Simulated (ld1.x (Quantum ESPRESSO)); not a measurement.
**Which setting gave this result? (C (Z = 6), TM)**

Base potential:

```json
{
  "Element": "C",
  "Generator": "ld1.x (Quantum ESPRESSO) 7.5",
  "Type": "norm-conserving Troullier–Martins (Kleinman–Bylander form)",
  "Functional": "PBEsol",
  "Relativity": "non-relativistic",
  "Frozen core": "[He]",
  "Valence charge": "4",
  "Reference configuration": "2s2 2p2",
  "Partial waves": "2s (bound): rc 1.00 bohr; 2p (bound): rc 2.15 bohr",
  "Local potential": "all-electron potential smoothed inside 1.40 bohr (lloc = -1)",
  "Core correction": "Bessel-smoothed model core, default radius (core density twice the valence density)"
}
```

Cutoffs, loose and tight: the cutoffs (Ry, on a coarse ladder) from which the occupation-weighted sum of valence levels, in a spherical-Bessel basis at the reference potential, stays within 10 and 1 mRy of its value at 400 Ry. They do not see the model core or the augmentation charge, which bear on the density cutoff. Test errors are all-electron minus pseudo excitation energies from the reference, over the configurations 2s2 2p1; 2s2 2p0; 2s1 2p0; 2s1 2p2; 2s2 2p2.3; 2s1 2p3; 2s2 2p1.5; variants that change the core or the reference have their own tests.

Only the scale of all radii but the core radius (base = 1) is moved:

```csv
scale of all radii but the core radius (base = 1),"cutoff, loose","cutoff, tight",bound ghosts,largest test error (meV),median size of the test errors
0.76,120 Ry,260 Ry,none,+276,5.3 meV
0.88,40 Ry,110 Ry,none,+445,18.0 meV
0.98,35 Ry,90 Ry,none,+618,29.3 meV
1.14,35 Ry,90 Ry,none,+1106,60.5 meV
1.28,30 Ry,80 Ry,none,+1520,90.3 meV
1.38,30 Ry,70 Ry,none,+1905,119.9 meV
```

Problem. One more run gave cutoff, loose: 35 Ry; cutoff, tight: 90 Ry; bound ghosts: none; largest test error (meV): +861; median size of the test errors: 44.2 meV. Which value of the scale of all radii but the core radius (base = 1) was used?

Solution. 1.08. The median size of the test errors moves one way along this sweep, from 5.3 meV at 0.76 to 119.9 meV at 1.38, which places the run between 0.98 and 1.14.
